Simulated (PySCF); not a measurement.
Polarisability and C₆ of Lu(47+) (lutetium, charge +47)

[Ar] 3d6, high-spin 5D determinant. Calculation: PySCF 2.14, in an even-tempered Gaussian basis (18 s from 10 bohr⁻², ratio 2.5; 12 p from 14 bohr⁻², ratio 2.5; 7 d from 14 bohr⁻², ratio 2.5; 4 f from 53 bohr⁻², ratio 2.7; 3 g from 79 bohr⁻², ratio 2.7); the spin-free X2C one-electron Hamiltonian (Gaussian nucleus). Coupled (time-dependent) response in atomic units; α is the mean over directions.

```json
{"method": "UHF", "mean α (bohr³)": "0.002992", "α xx, yy, zz": "0.002804, 0.002804, 0.003369", "C₆ (like pair)": "0.0002588", "S(−4)": "6.562e-06"}
{"method": "PBE0", "mean α (bohr³)": "0.002993", "α xx, yy, zz": "0.002807, 0.002807, 0.003364", "C₆ (like pair)": "0.0002591", "S(−4)": "6.582e-06"}
```

S(−4) is the Cauchy moment in α(ω) = α(0) + S(−4) ω² + …

Spin-orbit coupling is absent.

α(iu) at UHF:

```csv
u (hartree),α(iu) (bohr³)
0,0.002992
4.00,0.002893
8.00,0.002651
16.0,0.002112
24.0,0.001736
32.0,0.001497
40.0,0.001333
60.0,0.001061
80.0,0.0008698
120,0.0006025
200,0.0003213
```

A single London oscillator, α(iu) = α/(1 + u²/ω²), gives C₆ = (3/4) ω α². Matching the computed C₆ needs ω = 4 × 0.0002588 / (3 × 0.002992²) = 38.5 hartree.

For an ion, C₆ is the dispersion term alone; charge-induced terms of lower order in 1/R come first.

The components differ because the open shell of this determinant is not spherical; for a pure term their mean is the scalar polarisability.

Spin-orbit coupling is strong in this species (close to jj coupling), so the high-spin LS determinant is a model state, not a physical level.
